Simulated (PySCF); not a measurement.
CHCl2F3Si, SMILES FC(F)(F)[SiH](Cl)Cl.

The structure is a stationary point at ωB97X-D3(BJ)/def2-SVP.

Computed with PySCF with PBE/def2-TZVP.

Symmetry labels are those of the subgroup Cs that the program uses (full group Cs).

Computed valence orbital energies around the gap with their symmetry:
```csv
orbital,symmetry,energy (eV)
HOMO−7,A",-10.40
HOMO−6,A',-10.23
HOMO−5,A",-9.89
HOMO−4,A',-9.46
HOMO−3,A',-8.72
HOMO−2,A",-8.64
HOMO−1,A",-8.37
HOMO,A',-7.93
LUMO,A',-1.32
LUMO+1,A",-1.11
LUMO+2,A',-0.13
LUMO+3,A',0.02
```
